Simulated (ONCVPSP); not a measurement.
**Be: one change to an ONCV potential, before and after**

- Element: beryllium (Be)
- Generator: ONCVPSP 4.0.1
- Type: optimised norm-conserving Vanderbilt (ONCV)
- Functional: LDA (Perdew-Wang 92)
- Relativity: scalar-relativistic
- Frozen core: none
- Valence charge: 4
- Reference configuration: 1s2 (charge +2)
- Partial waves: 1s: rc 0.45 bohr, ncon 4, nbas 7, qcut 29 1/bohr, 1 projector; p scattering state at 0.05 Ha: rc 0.40 bohr, ncon 4, nbas 8, qcut 22.9 1/bohr, 1 projector
- Local potential: polynomial inside 0.35 bohr (lpopt 2, dvloc0 0 Ha)
- Core correction: none

Change: local potential polynomial inside 0.35 bohr (lpopt 2, dvloc0 5 Ha).

Cutoffs: the cutoffs (Ha) at which the residual kinetic energy of the hardest occupied pseudo-wave falls to 1 and 0.1 mHa per electron; they do not see the model core or the augmentation charge, which bear on the density cutoff. Errors are all-electron minus pseudo energies relative to the spin-unpolarised reference configuration.

Problem. How do hardness, ghosts and transferability respond?

Solution. The potential gets neither clearly harder nor softer (255 Ha and 310 Ha → 255 Ha and 310 Ha); both files keep a bound ghost (s); of the 4 tests that both files solve, the error grows in 4 and shrinks in 0 by more than 15 % and 0.3 meV (median size 10.1 → 14.0 meV).

```csv
quantity,base,changed
"cutoff, loose",255 Ha,255 Ha
"cutoff, tight",310 Ha,310 Ha
bound ghosts,s,s
GHOST(+) flags under 300 eV,none,none
"error for 1s2 2s2, meV [ΔE -27.29 eV]",-12,-17
"error for 1s2 2s1, meV [ΔE -17.77 eV]",-9.0,-12
"error for 1s2 2s1.5, meV [ΔE -23.54 eV]",-11,-16
"error for 1s2 2s1 2p1, meV [ΔE -23.77 eV]",-6.9,-9.5
s: phases at 0.46 bohr within 0.05 rad from the reference energy up to (Ha; the scan ends near 5),to the end of the scan,to the end of the scan
p: phases at 0.41 bohr within 0.05 rad from the reference energy up to (Ha; the scan ends near 5),to the end of the scan,to the end of the scan
```

 A true bound ghost makes a file unfit for plane-wave use even where its test errors are small: the radial tests pick states by their node count and pass the ghost by.
